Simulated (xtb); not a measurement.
C$_{6}$H$_{12}$O$_{2}$ (SMILES COC(=O)C(C)(C)C), singlet, at a GFN2-xTB geometry; GFN0-xTB with GBSA(thf) (xtb).

Input for xtb:
```
$ xtb mol.xyz --gfn 0 --gbsa thf --json

# file mol.xyz
20

C      2.65959853     0.31981790    -0.51708838
O      1.42608891     0.33433299     0.18513904
C      0.35802587    -0.10680283    -0.49433264
O      0.42075051    -0.49494876    -1.63071597
C     -0.90874807    -0.04760940     0.35209156
C     -1.14663063     1.40796673     0.76787169
C     -0.70468056    -0.92280920     1.59323199
C     -2.08515330    -0.56345970    -0.47481904
H      2.91882979    -0.70046035    -0.80731888
H      2.59040014     0.93251231    -1.41826051
H      3.40380986     0.72395988     0.16440464
H     -2.04615874     1.47492446     1.37569236
H     -1.27513290     2.03881900    -0.10917489
H     -0.30497609     1.78095682     1.34557483
H     -1.59744528    -0.89532781     2.21397325
H     -0.51645287    -1.95494588     1.30513262
H      0.13905713    -0.56420998     2.17700645
H     -2.99929554    -0.52861782     0.11246175
H     -2.21545976     0.04309556    -1.36728322
H     -1.90636200    -1.58840109    -0.78932378
```

Question: What does xtb print? Leave out banner, timings and long lists.

Answer: 
```
   ID    Z sym.   atoms
    1    6 C      1, 3, 5-8
    2    8 O      2, 4
    3    1 H      9-20

           -------------------------------------------------
          |                Calculation Setup                |
           -------------------------------------------------

           -------------------------------------------------
          |                 G F N 0 - x T B                 |
           -------------------------------------------------

      * Solvation model:               GBSA
        Solvent                        thf
        Parameter file                 internal GFN2-xTB/GBSA
        Dielectric constant                7.6000E+00
        Reference state                gsolv [1 M gas/solution]
        Free energy shift                  3.3994E-03 Eh       2.1331E+00 kcal/mol
        Temperature                        2.9815E+02 K
        Density                            8.8300E-01 kg/L
        Solvent mass                       7.2106E+01 g/mol
        Interaction kernel             Still
        Born radius scaling (c1)           1.5128E+00
        Born radii integrator          GBOBC
        Born offset                        6.0704E-04 a0       1.1471E-03 AA
        H-bond correction              true
        Ion screening                  false
        Surface tension                    1.0000E-05 Eh       1.5569E+01 dyn/cm
        Grid points                               230 per atom

          ...................................................
          :                      SETUP                      :
          :.................................................:
          :  # basis functions                  56          :
          :  # atomic orbitals                  56          :
          :  # shells                           40          :
          :  # electrons                        48          :
          :  electronic temp.          300.0000000     K    :
          :  accuracy                    1.0000000          :
          :  -> integral cutoff          0.2500000E+02      :
          :  -> integral neglect         0.1000000E-07      :
          ...................................................

         :::::::::::::::::::::::::::::::::::::::::::::::::::::
         ::                     SUMMARY                     ::
         :::::::::::::::::::::::::::::::::::::::::::::::::::::
         :: total energy             -25.933754053892 Eh    ::
         :: total w/o Gsasa/hb       -25.926978801822 Eh    ::
         :: gradient norm              0.039974415420 Eh/a0 ::
         :: HOMO-LUMO gap              4.488239946021 eV    ::
         ::.................................................::
         :: H0 energy                -26.114947816824 Eh    ::
         :: repulsion energy           0.333135524742 Eh    ::
         :: electrostat energy        -0.107710660630 Eh    ::
         :: -> Gsolv                   0.000000000000 Eh    ::
         ::    -> Gsasa               -0.010174617127 Eh    ::
         ::    -> Gshift               0.003399365057 Eh    ::
         :: dispersion energy         -0.006836268471 Eh    ::
         :: short-range corr.         -0.037394832709 Eh    ::
         :: add. restraining           0.000000000000 Eh    ::
         :: total charge              -0.000000000000 e     ::
         :::::::::::::::::::::::::::::::::::::::::::::::::::::

           -------------------------------------------------
          |                Property Printout                |
           -------------------------------------------------

    * Orbital Energies and Occupations

         #    Occupation            Energy/Eh            Energy/eV
      -------------------------------------------------------------
         1        2.0000           -0.6892052             -18.7542
       ...           ...                  ...                  ...
        12        2.0000           -0.5417234             -14.7410
        13        2.0000           -0.5291003             -14.3976
        14        2.0000           -0.5244255             -14.2703
        15        2.0000           -0.5223425             -14.2137
        16        2.0000           -0.5148763             -14.0105
        17        2.0000           -0.5116563             -13.9229
        18        2.0000           -0.4987056             -13.5705
        19        2.0000           -0.4920444             -13.3892
        20        2.0000           -0.4796814             -13.0528
        21        2.0000           -0.4743665             -12.9082
        22        2.0000           -0.4476737             -12.1818
        23        2.0000           -0.4185948             -11.3905
        24        2.0000           -0.4071881             -11.0802 (HOMO)
        25                         -0.2422483              -6.5919 (LUMO)
        26                         -0.1557401              -4.2379
        27                         -0.1492945              -4.0625
        28                         -0.1408723              -3.8333
        29                         -0.1313773              -3.5750
        30                         -0.1146876              -3.1208
        31                         -0.1014600              -2.7609
        32                         -0.1001719              -2.7258
        33                         -0.0901673              -2.4536
        34                         -0.0893508              -2.4314
        35                         -0.0769393              -2.0936
       ...                                ...                  ...
        56                          0.4232629              11.5176
      -------------------------------------------------------------
                  HL-Gap            0.1649398 Eh            4.4882 eV
             Fermi-level            0.0000000 Eh            0.0000 eV

     #   Z          covCN         q      C6AA      α(0)
     1   6 C        3.657    -0.172    26.973     7.537
     2   8 O        1.704    -0.427    21.192     6.228
     3   6 C        2.735     0.572    18.776     7.072
     4   8 O        0.856    -0.732    29.507     7.289
     5   6 C        3.900     0.296    18.079     6.119
     6   6 C        3.761    -0.603    39.507     9.068
     7   6 C        3.761    -0.603    39.499     9.067
     8   6 C        3.761    -0.561    37.974     8.890
     9   1 H        0.924     0.146     1.420     1.863
    10   1 H        0.924     0.147     1.410     1.857
    11   1 H        0.925     0.135     1.497     1.913
    12   1 H        0.925     0.198     1.110     1.648
    13   1 H        0.925     0.196     1.117     1.653
    14   1 H        0.925     0.213     1.035     1.591
    15   1 H        0.925     0.198     1.111     1.648
    16   1 H        0.925     0.196     1.117     1.653
    17   1 H        0.925     0.213     1.035     1.591
    18   1 H        0.925     0.183     1.190     1.706
    19   1 H        0.925     0.203     1.082     1.627
    20   1 H        0.925     0.203     1.083     1.628

 Mol. C6AA /au·bohr⁶  :       3075.611897
 Mol. C8AA /au·bohr⁸  :      70083.341258
 Mol. α(0) /au        :         81.647167

Wiberg/Mayer (AO) data.
largest (>0.10) Wiberg bond orders for each atom

 ---------------------------------------------------------------------------
     #   Z sym  total        # sym  WBO       # sym  WBO       # sym  WBO
 ---------------------------------------------------------------------------
     1   6 C    3.950 --    11 H    0.984     9 H    0.978    10 H    0.978
                             2 O    0.977
     2   8 O    2.455 --     3 C    1.204     1 C    0.977     4 O    0.191
     3   6 C    3.880 --     4 O    1.672     2 O    1.204     5 C    0.948
     4   8 O    1.975 --     3 C    1.672     2 O    0.191
     5   6 C    3.989 --     8 C    1.006     7 C    0.994     6 C    0.994
                             3 C    0.948
     6   6 C    3.979 --     5 C    0.994    13 H    0.980    12 H    0.980
                            14 H    0.979
     7   6 C    3.979 --     5 C    0.994    16 H    0.980    15 H    0.980
                            17 H    0.979
     8   6 C    3.979 --     5 C    1.006    18 H    0.981    20 H    0.979
                            19 H    0.979
     9   1 H    0.994 --     1 C    0.978
    10   1 H    0.994 --     1 C    0.978
    11   1 H    1.001 --     1 C    0.984
    12   1 H    0.977 --     6 C    0.980
    13   1 H    0.980 --     6 C    0.980
    14   1 H    0.988 --     6 C    0.979
    15   1 H    0.977 --     7 C    0.980
    16   1 H    0.980 --     7 C    0.980
    17   1 H    0.988 --     7 C    0.979
    18   1 H    0.977 --     8 C    0.981
    19   1 H    0.984 --     8 C    0.979
    20   1 H    0.983 --     8 C    0.979
 ---------------------------------------------------------------------------

Topologies differ in total number of bonds
Writing topology from bond orders to xtbtopo.mol

 dipole moment from electron density (au)
     X       Y       Z
   0.3569   0.4408   1.0610  total (Debye):    3.058

           -------------------------------------------------
          | TOTAL ENERGY              -25.933754053892 Eh   |
          | GRADIENT NORM               0.039974415420 Eh/α |
          | HOMO-LUMO GAP               4.488239946021 eV   |
           -------------------------------------------------

normal termination of xtb
```
